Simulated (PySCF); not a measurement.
How methods differ on the excitation energy of F+

F+ [He] 2s2 2p4 (3P) → F+ [He] 2s2 2p3 3s1 (5S), as a difference of total energies. Computed with PySCF 2.14 in aug-cc-pCVQZ-DK, with scalar relativity by spin-free X2C-1e. Correlated levels: valence: 1s2 frozen; valence and next inner shell: nothing frozen. The calculations carry no spin-orbit coupling.

| method | excitation energy (eV) | error (eV) |
| --- | --- | --- |
| UHF | 20.682 | -1.180 |
| LDA | 22.008 | +0.146 |
| PBE | 22.157 | +0.295 |
| PBE0 | 22.082 | +0.220 |
| r2SCAN | 22.170 | +0.308 |
| BLYP | 22.360 | +0.498 |
| HSE06 | 22.111 | +0.249 |
| M06-2X | 22.082 | +0.220 |
| MP2 (valence) | 21.778 | -0.084 |
| SCS-MP2 (valence) | 21.987 | +0.125 |
| MP2 (valence and next inner shell) | 21.810 | -0.052 |
| SCS-MP2 (valence and next inner shell) | 22.003 | +0.141 |

Reference: 21.862 eV (measured; NIST levels, between the centres of gravity of the two terms).

Errors of the correlated levels include the incompleteness of this basis and the frozen core.

The promoted electron is Rydberg-like, and one or two diffuse shells describe it only roughly, which tends to raise the upper state.
